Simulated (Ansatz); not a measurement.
`CO[SiH2]SC` + `[SH][SnH]([Cl])[Cl]` → `[CH3][Sn]([SH])([Cl])[Cl]` + `CO[SiH2]S`  (formal exchange of groups at a C–S bond)

Program: Ansatz. Geometries: PBE0-D4/def2-TZVP. ΔE: electronic, gas phase. CCSD(T)/CBS adds triple-zeta CCSD(T) − MP2 to the extrapolated MP2 energy (def2 sets, frozen cores). This one scheme is used for every species. Functionals use def2-TZVPP. def2 core potentials past Kr. For Sn outer-core shells are correlated without core-valence functions, which leaves a few kJ/mol of doubt a bond. One conformer a species, not always the lowest.

`CO[SiH2]SC`:

```xyz
13

C     1.654    0.893    1.005
O     1.297   -0.350    0.442
Si   -0.145   -1.079    0.725
S    -1.808    0.076    0.095
C    -1.494    0.095   -1.695
H     0.934    1.674    0.737
H     1.711    0.833    2.098
H     2.636    1.171    0.620
H    -0.065   -2.349   -0.032
H    -0.376   -1.289    2.179
H    -2.300    0.666   -2.153
H    -1.501   -0.917   -2.100
H    -0.544    0.577   -1.921
```

`[SH][SnH]([Cl])[Cl]`:

```xyz
6

S    -1.182   -1.108   -1.076
Sn    0.465    0.087    0.150
Cl   -0.599    1.492    1.653
Cl    1.623   -1.511    1.349
H    -1.873    0.017   -1.337
H     1.566    1.023   -0.739
```

`[CH3][Sn]([SH])([Cl])[Cl]`:

```xyz
9

C    -1.402   -0.563    0.525
Sn    0.525   -0.028   -0.165
S     0.792    2.306   -0.545
Cl    2.148   -0.734    1.340
Cl    1.030   -1.168   -2.126
H    -1.596   -0.052    1.467
H    -1.424   -1.642    0.672
H    -2.140   -0.272   -0.222
H     2.066    2.152   -0.945
```

`CO[SiH2]S`:

Cartesian coordinates in Å:
```
C -1.538 -0.664 -0.089
O -0.255 -0.509 0.475
Si 0.959 0.276 -0.297
S 2.598 0.538 1.021
H -2.202 -1.060 0.681
H -1.944 0.292 -0.441
H -1.522 -1.367 -0.929
H 0.444 1.582 -0.789
H 1.500 -0.516 -1.431
H 1.960 1.428 1.801
```

```csv
species,r2SCANh-D4 energy (Eh)
`CO[SiH2]SC`,-843.92936
`[SH][SnH]([Cl])[Cl]`,-1534.23302
`[CH3][Sn]([SH])([Cl])[Cl]`,-1573.55349
`CO[SiH2]S`,-804.62831
```

**Question.** Work out ΔE.

**Answer.** ΔE = (-1573.55349) + (-804.62831) − (-843.92936) − (-1534.23302) = -0.01942 Eh = -12.2 kcal/mol. CCSD(T)/CBS gives -13.4 kcal/mol.

Largest T1 diagnostic among the species: 0.011.

Leaving LDA and LC-ωPBE aside and taking each functional with its dispersion term where it has one, the values, not all of them listed here, spread over 2.4 kcal/mol, from B2PLYP to revPBE-D4. LDA lies +0.9 kcal/mol from PBE without D4. In def2-TZVPP, CCSD(T) changes the Hartree–Fock value by −1.6 kcal/mol (the triples alone add −0.0 kcal/mol) and MP2 by −2.5 kcal/mol. At CCSD(T), def2-SVP lies +1.7 kcal/mol from the extrapolated value and def2-TZVPP −0.1 kcal/mol.
